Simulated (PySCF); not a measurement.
From a computed spectrum to the compound

A species of 5 atoms with charge 0 has these harmonic modes (B3LYP, small Gaussian bases with core potentials, PySCF 2.14.0):

```json
{"cm⁻¹": "167", "km/mol": "14.4", "symmetry": "e'"}
{"cm⁻¹": "167", "km/mol": "14.4", "symmetry": "e'"}
{"cm⁻¹": "169", "km/mol": "0.0", "symmetry": "e''"}
{"cm⁻¹": "169", "km/mol": "0.0", "symmetry": "e''"}
{"cm⁻¹": "170", "km/mol": "0.0", "symmetry": "a1'"}
{"cm⁻¹": "296", "km/mol": "82.3", "symmetry": "a2''"}
{"cm⁻¹": "331", "km/mol": "87.3", "symmetry": "e'"}
{"cm⁻¹": "331", "km/mol": "87.3", "symmetry": "e'"}
{"cm⁻¹": "353", "km/mol": "0.0", "symmetry": "a1'"}
```

Which species is it, and in which structure?

Tb2S3 (singlet in the valence; each metal's 4f electrons, 8 of them, lie in its core potential, out of spins and levels):
```xyz
5

Tb    0.0000    0.0000    1.5505
Tb    0.0000    0.0000   -1.5505
S     2.0676    0.0000    0.0000
S    -1.0338    1.7906    0.0000
S    -1.0338   -1.7906    0.0000
```
Ideal gas at 298.15 K and 1 bar: S = 393.8 J/(mol K), Cp = 99.7 J/(mol K), H − H(0 K) = 22.0 kJ/mol (rigid rotor, harmonic modes, spin degeneracy alone, that of the 4f electrons in the core included). An lcecp potential fixes the number of 4f electrons, so in runs with it no electron can move into or out of that shell.
 This is one of several that fit.
